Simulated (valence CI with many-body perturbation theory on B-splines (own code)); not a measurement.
Energy levels of Sn³⁷⁺

Method: valence CI with perturbative core correlation (CI+MBPT): three valence electrons over a frozen Dirac-Fock core [Ne], radial functions for each j: 11 s, 11 p, 10 d, 8 f, 5 g, 2 h, with the one-electron correlation potential Σ1, the two-electron term Σ2, the three-electron term Σ3, Breit, model QED; selected CI, second order for the rest, scaled by the run's own slope (own B-spline code, finite nucleus).

No measured spectrum was set against this ion. As an estimate, large intervals hold to a few tenths of a per cent, small ones and those within an open d or f shell to about a per cent.

Levels 46 to 90 of 154, with energies above the lowest level, (3s^2 3p1/2) J=1/2. "Leading %" is the weight of the configuration and term that name the level; weights of strongly mixed levels are sums over their largest components and can fall short. In the jj column 3d3/2^4 stands for four electrons in 3d with j = 3/2. Lifetimes count E1, E2, E3, M1 and M2 decay at the calculated energies, and are blank where another channel may lead or the interval is too uncertain; long ones can be off by a factor of two.

```
No.  Configuration  Term    J  E (× 10³ cm⁻¹)  Leading %  Second component  Lifetime                Leading jj
 46          3p²3d    ²F  7/2          3437.3         37     31 % 3p²3d ²G   10.6 ps  3p1/2 3p3/2 3d3/2 (81 %)
 47          3p²3d    ⁴F  7/2          3514.4         42     41 % 3p²3d ⁴D   8.17 ps  3p1/2 3p3/2 3d5/2 (97 %)
 48          3p²3d    ²D  3/2          3552.5         37     30 % 3p²3d ⁴D   4.06 ps  3p1/2 3p3/2 3d3/2 (49 %)
 49          3p²3d    ⁴P  5/2          3553.7         40     27 % 3p²3d ⁴F   3.90 ps  3p1/2 3p3/2 3d5/2 (46 %)
 50          3p²3d    ²G  9/2          3558.5         53     42 % 3p²3d ⁴F   12.4 ps  3p1/2 3p3/2 3d5/2 (94 %)
 51          3p²3d    ⁴P  3/2          3585.4         44     38 % 3p²3d ²P   4.15 ps  3p1/2 3p3/2 3d5/2 (48 %)
 52          3p²3d    ⁴P  1/2          3591.4         40     28 % 3p²3d ²P   3.36 ps  3p1/2 3p3/2 3d3/2 (86 %)
 53          3p²3d    ²D  5/2          3598.3         47     29 % 3p²3d ⁴D   5.35 ps  3p1/2 3p3/2 3d5/2 (72 %)
 54          3p²3d    ²G  7/2          3648.2         40     32 % 3p²3d ²F   7.97 ps  3p1/2 3p3/2 3d5/2 (67 %)
 55          3p²3d    ²F  5/2          3710.9         45     24 % 3p²3d ²D   3.78 ps  3p1/2 3p3/2 3d5/2 (60 %)
 56          3p²3d    ²P  1/2          3728.9         56     28 % 3p²3d ²S   5.50 ps  3p1/2 3p3/2 3d5/2 (86 %)
 57          3p²3d    ²D  3/2          3729.8         43     18 % 3s3d² ⁴F   5.00 ps  3p1/2 3p3/2 3d5/2 (65 %)
 58          3s3d²    ⁴F  3/2          3761.6         73     16 % 3p²3d ²D   3.01 ps         3s 3d3/2^2 (64 %)
 59          3s3d²    ⁴F  5/2          3785.8         80      8 % 3s3d² ²D   2.98 ps         3s 3d3/2^2 (60 %)
 60          3s3d²    ⁴F  7/2          3845.3         92                     3.90 ps     3s 3d3/2 3d5/2 (87 %)
 61          3s3d²    ⁴P  1/2          3874.8         68     11 % 3p²3d ⁴P   2.54 ps         3s 3d3/2^2 (66 %)
 62          3s3d²    ²D  5/2          3879.8         23     17 % 3s3d² ⁴F   3.43 ps     3s 3d3/2 3d5/2 (56 %)
 63          3s3d²    ⁴F  9/2          3889.3         68     20 % 3s3d² ²G   5.23 ps     3s 3d3/2 3d5/2 (60 %)
 64          3s3d²    ²D  3/2          3899.7         25     21 % 3p²3d ⁴P   3.44 ps     3s 3d3/2 3d5/2 (51 %)
 65          3p²3d    ⁴D  7/2          3901.0         33     28 % 3s3d² ²F   5.67 ps      3p3/2^2 3d5/2 (36 %)
 66          3p²3d    ²P  1/2          3903.0         23     22 % 3s3d² ⁴P   3.48 ps      3p3/2^2 3d3/2 (39 %)
 67          3s3d²    ⁴P  3/2          3924.7         80      7 % 3p²3d ⁴P   3.23 ps     3s 3d3/2 3d5/2 (80 %)
 68          3s3d²    ⁴P  5/2          3946.4         65     13 % 3p²3d ²D   3.24 ps     3s 3d3/2 3d5/2 (63 %)
 69          3p²3d    ⁴F  9/2          3951.4         31     30 % 3s3d² ⁴F   6.26 ps         3s 3d5/2^2 (51 %)
 70          3s3d²    ²G  7/2          3983.9         50     36 % 3p²3d ²F   5.21 ps     3s 3d3/2 3d5/2 (39 %)
 71          3s3d²    ²P  3/2          4042.9         33     27 % 3p²3d ²D   3.59 ps      3p3/2^2 3d5/2 (34 %)
 72          3s3d²    ²D  5/2          4049.2         40     20 % 3s3d² ²F   4.02 ps         3s 3d5/2^2 (66 %)
 73          3s3d²    ²D  3/2          4067.5         55     17 % 3p²3d ²D   2.97 ps         3s 3d5/2^2 (44 %)
 74          3p²3d    ²S  1/2          4072.3         28     23 % 3p²3d ²P   3.74 ps      3p3/2^2 3d5/2 (59 %)
 75          3s3d²    ²F  5/2          4092.5         24     18 % 3p²3d ²D   2.26 ps      3p3/2^2 3d3/2 (34 %)
 76          3s3d²    ²G  9/2          4111.7         48     32 % 3p²3d ²G   4.15 ps      3p3/2^2 3d5/2 (44 %)
 77          3p²3d    ²F  7/2          4115.0         37     34 % 3s3d² ²G   3.01 ps      3p3/2^2 3d3/2 (52 %)
 78          3p²3d    ²D  5/2          4201.6         75     11 % 3p²3d ⁴D   4.00 ps      3p3/2^2 3d5/2 (88 %)
 79          3p²3d    ²D  3/2          4201.9         71     13 % 3s3d² ²P   2.29 ps      3p3/2^2 3d3/2 (72 %)
 80          3s3d²    ²P  1/2          4206.8         40     27 % 3p²3d ²P   1.81 ps     3s 3d3/2 3d5/2 (34 %)
 81          3s3d²    ²F  7/2          4218.2         57     32 % 3p²3d ²F   2.66 ps         3s 3d5/2^2 (46 %)
 82          3s3d²    ²S  1/2          4301.2         54     17 % 3s3d² ²P   2.67 ps         3s 3d5/2^2 (63 %)
 83          3p²3d    ²F  5/2          4310.4         42     37 % 3p²3d ²D   2.34 ps      3p3/2^2 3d5/2 (70 %)
 84          3p²3d    ²P  3/2          4346.0         41     30 % 3s3d² ²P   2.14 ps      3p3/2^2 3d5/2 (57 %)
 85          3p3d²   ⁴G°  5/2          4419.5         65    28 % 3p3d² ²F°   13.8 ps      3p1/2 3d3/2^2 (96 %)
 86          3p3d²   ⁴G°  7/2          4549.9         71     9 % 3p3d² ⁴F°   13.7 ps  3p1/2 3d3/2 3d5/2 (94 %)
 87          3p3d²   ²D°  5/2          4582.8         29    20 % 3p3d² ⁴D°   9.35 ps  3p1/2 3d3/2 3d5/2 (95 %)
 88          3p3d²   ⁴F°  3/2          4591.4         43    29 % 3p3d² ²D°   4.13 ps  3p1/2 3d3/2 3d5/2 (50 %)
 89          3p3d²   ⁴D°  1/2          4604.2         56    23 % 3p3d² ²P°   4.66 ps      3p1/2 3d3/2^2 (88 %)
 90          3p3d²   ⁴P°  1/2          4631.3         47    26 % 3p3d² ²S°   7.63 ps  3p1/2 3d3/2 3d5/2 (99 %)
```
